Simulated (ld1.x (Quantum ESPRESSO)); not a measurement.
## Pseudopotential generation for beryllium: PAW, PBEsol, non-relativistic.

The input file (ld1.x (Quantum ESPRESSO) 7.5):

```
&input
   title='Be', zed=4., rel=0, dft='PBESOL', iswitch=3,
   config='[He] 2s1.5 2p0.5',
   nld=2, rlderiv=4.65, eminld=-10.0, emaxld=5.0, deld=0.04
 /
 &inputp
   pseudotype=3, lpaw=.true., tm=.true., lloc=-1, rcloc=4.20,
   nlcc=.false.,
   which_augfun='PSQ', rmatch_augfun_nc=.true.,
   file_pseudopw='Be.UPF', file_wfcaegen='ae.wfc', file_wfcncgen='nc.wfc', file_beta='beta', file_chi='chi', file_wfcusgen='us.wfc'
 /
4
1S  1  0   2.00   0.00  0.70  0.90  0.0
2S  2  0   1.50   0.00  0.70  0.90  0.0
2P  2  1   0.50   0.00  3.10  4.30  0.0
2P  2  1   0.00   1.30  3.10  4.30  0.0
 &test
   configts(1)='1s2 2s1.5 2p0.5'
 /
```

Command:

```bash
ld1.x < Be.in > Be.out
```

The program printed (shortened: banner, matrices, multipoles, cross overlaps and the repeated all-electron block are left out):

```
Program LD1 v.7.5
     --------------------------- All-electron run ----------------------------

     Be

     atomic number is  4.00
     dft =PBESOL   lsd =0 sic =0 latt =0  beta=0.20 tr2=1.0E-14
     Exchange-correlation= PBESOL
                           (   1   4  10   8   0   0   0)
     mesh =1041 r(mesh) = 100.85720 a.u. xmin = -7.00 dx = 0.01250
     1 Ry =  13.60569312 eV

     n l     nl                  e(Ry)          e(Ha)          e(eV)
     1 0     1S 1( 2.00)        -7.8043        -3.9021      -106.1824
     2 0     2S 1( 1.50)        -0.4295        -0.2148        -5.8438
     2 1     2P 1( 0.50)        -0.1654        -0.0827        -2.2508

     final scf error:  5.5E-15 reached in  24 iterations

     Etot =     -28.933090 Ry,     -14.466545 Ha,    -393.654749 eV

     Ekin =      28.764550 Ry,      14.382275 Ha,     391.361642 eV
     Encl =     -66.633101 Ry,     -33.316550 Ha,    -906.589518 eV
     Eh   =      14.113296 Ry,       7.056648 Ha,     192.021172 eV
     Exc  =      -5.177836 Ry,      -2.588918 Ha,     -70.448045 eV

     normalization and overlap integrals

     s(1S/1S) =  1.000000  <r> =   0.4219  <r2> =    0.2428  r(max) =   0.2661
     s(2S/2S) =  1.000000  <r> =   2.5981  <r2> =    8.0956  r(max) =   2.0415
     s(2P/2P) =  1.000000  <r> =   3.1643  <r2> =   12.7506  r(max) =   2.2846

     ------------------------ End of All-electron run ------------------------

     --------------------- Generating PAW atomic setup --------------------

      Generating local potential from pseudized AE potential:
      Matching radius rcloc =   4.2000

      Local pseudo, rcloc= 4.215 Estimated cut-off energy=     1.39 Ry

      Computing core charge for PAW:
      Integrated core pseudo-charge :   0.00
      Wfc-us  1S rcutus= 0.895  Estimated cut-off energy=    64.78 Ry
      Wfc-us  2S rcutus= 0.895  Estimated cut-off energy=   141.11 Ry
      Wfc-us  2P rcutus= 4.322  Estimated cut-off energy=     4.28 Ry
      Wfc-us  2P rcutus= 4.322  Estimated cut-off energy=     5.25 Ry

     Required augmentation: PSQ   radius:    4.300000

     Q pseudized with Bessel functions
     Expected ecutrho=     587.1143 due to l1=  0   l2=  1

     Estimated PAW energy =  -28.933090 Ryd

     ------------------- End of pseudopotential generation -------------------

     Computing logarithmic derivative in   4.62962
     Computing logarithmic derivative in   4.62962
     Computing the partial wave expansion
     R is outside the sphere for l=    0 j= 0.00
     R is outside the sphere for l=    0 j= 0.00
     R is outside the sphere for l=    1 j= 0.00
     R is outside the sphere for l=    1 j= 0.00

     ---------------------- Testing the pseudopotential ----------------------

     Be

     atomic number is  4.00   valence charge is  4.00
     dft = SLA  PW   PSX  PSC   lsd =0 sic =0 latt =0  beta=0.20 tr2=1.0E-14
     mesh =1041 r(mesh) = 100.85720 xmin = -7.00 dx = 0.01250

     n l     nl             e AE (Ry)        e PS (Ry)    De AE-PS (Ry)
     1 0     1S   1( 2.00)       -7.80426       -7.80426       -0.00000
     2 0     2S   1( 1.50)       -0.42951       -0.42951       -0.00000
     2 1     2P   1( 0.50)       -0.16543       -0.16543        0.00000

     eps = 4.5E-16  iter =  1

     Etot =     -28.933090 Ry,     -14.466545 Ha,    -393.654749 eV
     Etotps =   -28.933090 Ry,     -14.466545 Ha,    -393.654749 eV

     Ekin =      28.764573 Ry,      14.382286 Ha,     391.361946 eV
     Encl =     -66.633123 Ry,     -33.316561 Ha,    -906.589822 eV
     Ehrt =      14.113296 Ry,       7.056648 Ha,     192.021173 eV
     Ecxc =      -5.177836 Ry,      -2.588918 Ha,     -70.448046 eV

     ---------------------- End of pseudopotential test ----------------------
```

Generation and configuration tests took about 1.2 s on one core of a shared server CPU.

Transferability test of the new file with ld1.x, input:

```
&input
   title='Be', zed=4., rel=0, dft='PBESOL', iswitch=2,
   config='[He] 2s1.5 2p0.5'
 /
 &test
   file_pseudo='Be.UPF', nconf=8,
   configts(1)='1s2 2s1.5 2p0.5',
   configts(2)='1s2 2s2 2p0',
   configts(3)='1s2 2s1 2p0',
   configts(4)='1s2 2s0 2p0',
   configts(5)='1s2 2s1 2p1',
   configts(6)='1s1 2s2 2p0',
   configts(7)='1s2 2s0 2p2',
   configts(8)='1s2 2s1.5 2p0'
 /
```

```bash
ld1.x < Be.test.in > Be.test.out
```

Pseudopotential blocks of its output, shortened (energy terms left out; the distinct warnings before each block abridged to one line each):

```
     ---------------------- Testing the pseudopotential ----------------------

     n l     nl             e AE (Ry)        e PS (Ry)    De AE-PS (Ry)
     1 0     1S   1( 2.00)       -7.80426       -7.80426        0.00000
     2 0     2S   1( 1.50)       -0.42951       -0.42951        0.00000
     2 1     2P   1( 0.50)       -0.16543       -0.16543        0.00000

     eps = 5.0E-16  iter =  1

     Etot =     -28.933090 Ry,     -14.466545 Ha,    -393.654749 eV
     Etotps =   -28.933090 Ry,     -14.466545 Ha,    -393.654749 eV

     ---------------------- End of pseudopotential test ----------------------

          BEWARE! Errors in PS-KS equations
     Warning: n=1, l=0 expected 0 nodes, found 1
     Warning: n=2, l=0 expected 1 nodes, found 2
     Warning: n=2, l=1 expected 0 nodes, found 2
     ---------------------- Testing the pseudopotential ----------------------

     n l     nl             e AE (Ry)        e PS (Ry)    De AE-PS (Ry)
     1 0     1S   1( 2.00)       -7.74948       -7.74780       -0.00168
     2 0     2S   1( 2.00)       -0.40736       -0.40718       -0.00017
     2 1     2P   1( 0.00)       -0.14475       -0.14475        0.00000

     eps = 1.7E-30  iter = 11

     Etot =     -29.064772 Ry,     -14.532386 Ha,    -395.446373 eV
     Etotps =   -16.309965 Ry,      -8.154982 Ha,    -221.908373 eV
     dEtot_ae =      -0.131682 Ry
     dEtot_ps =      12.623126 Ry,   Delta E=     -12.754808 Ry

     ---------------------- End of pseudopotential test ----------------------

          BEWARE! Errors in PS-KS equations
     ---------------------- Testing the pseudopotential ----------------------

     n l     nl             e AE (Ry)        e PS (Ry)    De AE-PS (Ry)
     1 0     1S   1( 2.00)       -8.59581       -8.59551       -0.00030
     2 0     2S   1( 1.00)       -0.99770       -0.99725       -0.00045
     2 1     2P   1( 0.00)       -0.70948       -0.70948        0.00000

     eps = 3.6E-31  iter =  8

     Etot =     -28.369755 Ry,     -14.184877 Ha,    -385.990176 eV
     Etotps =   -18.188263 Ry,      -9.094131 Ha,    -247.463923 eV
     dEtot_ae =       0.563336 Ry
     dEtot_ps =      10.744828 Ry,   Delta E=     -10.181492 Ry

     ---------------------- End of pseudopotential test ----------------------

          BEWARE! Errors in PS-KS equations
     ---------------------- Testing the pseudopotential ----------------------

     n l     nl             e AE (Ry)        e PS (Ry)    De AE-PS (Ry)
     1 0     1S   1( 2.00)       -9.65547       -9.65547        0.00000
     2 0     2S   1( 0.00)       -1.52054       -1.52054        0.00000
     2 1     2P   1( 0.00)       -1.25819       -1.63564        0.37746  !

     eps = 8.6E-31  iter =  3

     Etot =     -27.067162 Ry,     -13.533581 Ha,    -368.267501 eV
     Etotps =   -19.310933 Ry,      -9.655467 Ha,    -262.738633 eV
     dEtot_ae =       1.865928 Ry
     dEtot_ps =       9.622157 Ry,   Delta E=      -7.756229 Ry

     ---------------------- End of pseudopotential test ----------------------

          BEWARE! Errors in PS-KS equations
     ---------------------- Testing the pseudopotential ----------------------

     n l     nl             e AE (Ry)        e PS (Ry)    De AE-PS (Ry)
     1 0     1S   1( 2.00)       -7.85442       -7.85442        0.00000
     2 0     2S   1( 1.00)       -0.44860       -0.44979        0.00120
     2 1     2P   1( 1.00)       -0.18346       -0.18448        0.00102

     eps = 1.4E-26  iter =  4

     Etot =     -28.800765 Ry,     -14.400383 Ha,    -391.854376 eV
     Etotps =   -16.343117 Ry,      -8.171558 Ha,    -222.359430 eV
     dEtot_ae =       0.132325 Ry
     dEtot_ps =      12.589974 Ry,   Delta E=     -12.457649 Ry

     ---------------------- End of pseudopotential test ----------------------

          BEWARE! Errors in PS-KS equations
     ---------------------- Testing the pseudopotential ----------------------

     n l     nl             e AE (Ry)        e PS (Ry)    De AE-PS (Ry)
     1 0     1S   1( 1.00)      -11.04060      -13.59447        2.55387  !
     2 0     2S   1( 2.00)       -1.31557       -1.29750       -0.01807  !
     2 1     2P   1( 0.00)       -1.02515       -1.02515        0.00000

     eps = 5.9E-15  iter = 47

     Etot =     -19.704877 Ry,      -9.852439 Ha,    -268.098513 eV
     Etotps =   -18.049833 Ry,      -9.024917 Ha,    -245.580495 eV
     dEtot_ae =       9.228213 Ry
     dEtot_ps =      10.883257 Ry,   Delta E=      -1.655044 Ry

     ---------------------- End of pseudopotential test ----------------------

          BEWARE! Errors in PS-KS equations
     ---------------------- Testing the pseudopotential ----------------------

     n l     nl             e AE (Ry)        e PS (Ry)    De AE-PS (Ry)
     1 0     1S   1( 2.00)       -7.94488       -7.94488        0.00000
     2 0     2S   1( 0.00)       -0.47998       -0.47998        0.00000
     2 1     2P   1( 2.00)       -0.21388       -0.21951        0.00563  !

     eps = 2.1E-24  iter =  4

     Etot =     -28.535033 Ry,     -14.267517 Ha,    -388.238908 eV
     Etotps =   -16.328791 Ry,      -8.164395 Ha,    -222.164514 eV
     dEtot_ae =       0.398057 Ry
     dEtot_ps =      12.604300 Ry,   Delta E=     -12.206243 Ry

     ---------------------- End of pseudopotential test ----------------------

          BEWARE! Errors in PS-KS equations
     ---------------------- Testing the pseudopotential ----------------------

     n l     nl             e AE (Ry)        e PS (Ry)    De AE-PS (Ry)
     1 0     1S   1( 2.00)       -8.14259       -8.14140       -0.00119
     2 0     2S   1( 1.50)       -0.69121       -0.69075       -0.00046
     2 1     2P   1( 0.00)       -0.41082       -0.41082        0.00000

     eps = 9.4E-31  iter = 11

     Etot =     -28.791304 Ry,     -14.395652 Ha,    -391.725649 eV
     Etotps =   -17.318913 Ry,      -8.659457 Ha,    -235.635821 eV
     dEtot_ae =       0.141786 Ry
     dEtot_ps =      11.614177 Ry,   Delta E=     -11.472391 Ry

     ---------------------- End of pseudopotential test ----------------------
```
